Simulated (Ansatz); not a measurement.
```yaml
crystal:
  periodic: [false, false, false]
  atoms:
    - {symbol: F, position_ang: [-4.192278, 0.472486, -0.448439]}
    - {symbol: Al, position_ang: [-2.030023, 0.702271, 2.639032]}
    - {symbol: Si, position_ang: [2.737862, -1.209660, 3.383086]}
    - {symbol: Si, position_ang: [2.683560, 0.548968, -1.784520]}
    - {symbol: Al, position_ang: [-2.309112, -1.318116, -3.955821]}
    - {symbol: H, position_ang: [-4.885358, 0.781231, 6.289449]}
    - {symbol: H, position_ang: [4.506776, 0.889287, 4.808998]}
    - {symbol: H, position_ang: [3.239559, -3.948717, 2.879948]}
    - {symbol: H, position_ang: [4.550208, -0.130301, -3.026027]}
    - {symbol: H, position_ang: [3.475195, 4.165296, -2.037540]}
    - {symbol: H, position_ang: [-3.210509, -3.451433, -3.585733]}
    - {symbol: H, position_ang: [-4.421612, 1.160431, -6.038652]}
basis:
  gaussian: {orbitals: pcseg-2}
hamiltonian: {xc: {name: PBE}, dispersion: d4}
accuracy: high
output: {forces: true}
```

```sh
$ ansatz run in.yaml --threads 4 --pin off --events-out ev --progress --plain --max-ram 10444MiB
```

Output, abridged:

```
Functional definition: PBE
3620 factors; integrals over basis functions are off by at most 2.7e-8 eV
mean field evaluation 1: about -31704.7747 eV, gradient 7.3e1 eV
mean field evaluation 2: about -31198.5836 eV, gradient 2.2e2 eV
mean field evaluation 4: about -31618.9177 eV, gradient 1.0e2 eV
mean field evaluation 8: about -31731.6261 eV, gradient 2.2e1 eV
mean field evaluation 16: about -31735.1009 eV, gradient 3.2e-1 eV
mean field evaluation 32: about -31735.1185 eV, gradient 8.2e-2 eV
mean field evaluation 96: about -31735.1173 eV, gradient 9.5e-2 eV
mean field evaluation 128: about -31735.1117 eV, gradient 1.1e-1 eV
mean field evaluation 160: about -31735.1112 eV, gradient 2.0e-1 eV
mean field evaluation 224: about -31735.1362 eV, gradient 2.8e-8 eV
mean field -31735.13726764 eV, -1166.2447837373 hartree, gradient 3.0e-8 eV, S^2 0.000000; 20 other end points of the search recorded, 0 dependent functions left out
reference -31735.13727665 eV, -1166.2447840684 hartree; 35, 35 occupied and 229, 229 virtual orbitals, 3620 factors
Total energy: -31735.30987118 eV, -1166.2511268001 hartree
Atom 0 at    -4.192278     0.472486    -0.448439 Å, force     0.674717    -0.050699     0.537369 eV/Å
Atom 1 at    -2.030023     0.702271     2.639032 Å, force    -0.579925    -0.051835    -0.561553 eV/Å
Atom 2 at     2.737862    -1.209660     3.383086 Å, force     0.743466    -0.648622     0.181897 eV/Å
Atom 3 at     2.683560     0.548968    -1.784520 Å, force     2.161174     0.040009    -1.351021 eV/Å
Atom 4 at    -2.309112    -1.318116    -3.955821 Å, force    -0.997514    -1.251145     0.278597 eV/Å
Atom 5 at    -4.885358     0.781231     6.289449 Å, force     0.106559    -0.003332    -0.116516 eV/Å
Atom 6 at     4.506776     0.889287     4.808998 Å, force    -0.656479    -1.012829    -0.601488 eV/Å
Atom 7 at     3.239559    -3.948717     2.879948 Å, force    -0.154842     1.689840     0.372862 eV/Å
Atom 8 at     4.550208    -0.130301    -3.026027 Å, force    -2.011351     0.720474     1.325935 eV/Å
Atom 9 at     3.475195     4.165296    -2.037540 Å, force    -0.177671    -0.774500     0.054296 eV/Å
Atom 10 at    -3.210509    -3.451433    -3.585733 Å, force     0.697416     1.527874    -0.268084 eV/Å
Atom 11 at    -4.421612     1.160431    -6.038652 Å, force     0.194450    -0.185235     0.147707 eV/Å
Dipole moment:     0.694354    -0.377024     0.344467 e Å
```

In this input the geometry is stretched to more than twice its size. The calculation finished and met its thresholds. The result belongs to that input, not to the molecule as meant.
